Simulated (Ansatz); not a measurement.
Geometry optimisation, RKS PBE0-D4/def2-SVP in Ansatz 0.2.0.

Input file:

```yaml
crystal:
  periodic: [false, false, false]
  atoms:
    - { symbol: Al, position_ang: [-0.75046, 0.20471, 1.612583] }
    - { symbol: "N", position_ang: [1.952052, -1.06142, 0.458431] }
    - { symbol: "N", position_ang: [-0.806169, 0.422124, -0.012091] }
    - { symbol: C, position_ang: [-1.375607, 0.861744, -1.229337] }
    - { symbol: H, position_ang: [1.261705, -0.626485, -0.160102] }
    - { symbol: Cl, position_ang: [-0.591917, -0.174958, 3.646562] }
    - { symbol: H, position_ang: [2.082381, -2.025062, 0.163058] }
    - { symbol: H, position_ang: [2.836625, -0.574632, 0.342025] }
    - { symbol: H, position_ang: [-2.482531, 0.899796, -1.235726] }
    - { symbol: H, position_ang: [-1.034151, 1.877723, -1.514855] }
    - { symbol: H, position_ang: [-1.092029, 0.19656, -2.070648] }
basis:
  gaussian: { orbitals: def2-SVP }
hamiltonian:
  xc: pbe0
  dispersion: d4
relax:
  f_tol: 0.03
  max_steps: 50
```

Command:

```bash
$ ansatz run input.yaml --threads 2 --pin off --max-ram 3072MiB --backend cpu --events-out ev --progress --plain --runs-dir out
```

Task: Where does it end, and by what steps?

Result: It converged. The force dipped under the threshold on the way, but the program's further checks kept it going. After 16 steps the energy has fallen by 1.293 eV; Al1 moved furthest, 0.90 Å. Joined: Al1–N2 (3.20 → 2.00 Å).

```tsv
step	energy less start (eV)	largest force component (eV/Å)	accepted
0	0.0000	0.495	yes
1	-0.2440	0.819	yes
2	-0.5745	1.116	yes
3	-0.9136	0.867	yes
4	-1.1344	1.146	yes
5	-1.1977	0.778	yes
6	-1.2580	0.756	yes
7	-1.2806	0.264	yes
8	-1.2875	0.103	yes
9	-1.2904	0.109	yes
10	-1.2909	0.038	yes
11	-1.2913	0.045	yes
12	-1.2919	0.081	yes
13	-1.2923	0.086	yes
14	-1.2927	0.043	yes
15	-1.2931	0.006	yes
16	-1.2933	0.028	yes
```

```xyz
11
Properties=species:S:1:pos:R:3
Al -0.101 -0.170 1.114
N 1.704 -0.900 0.661
N -0.511 0.314 -0.431
C -1.468 0.913 -1.286
H 1.583 -0.650 -0.334
Cl -0.343 -0.464 3.196
H 1.853 -1.906 0.750
H 2.526 -0.427 1.039
H -2.438 1.183 -0.818
H -1.084 1.851 -1.744
H -1.722 0.255 -2.147
```

Whether the end is a true minimum wasn't checked by a vibrational analysis.

The run took 31 s on 2 threads of Intel(R) Xeon(R) 6975P-C (Granite Rapids), on a shared host, peak memory 0.26 GiB.
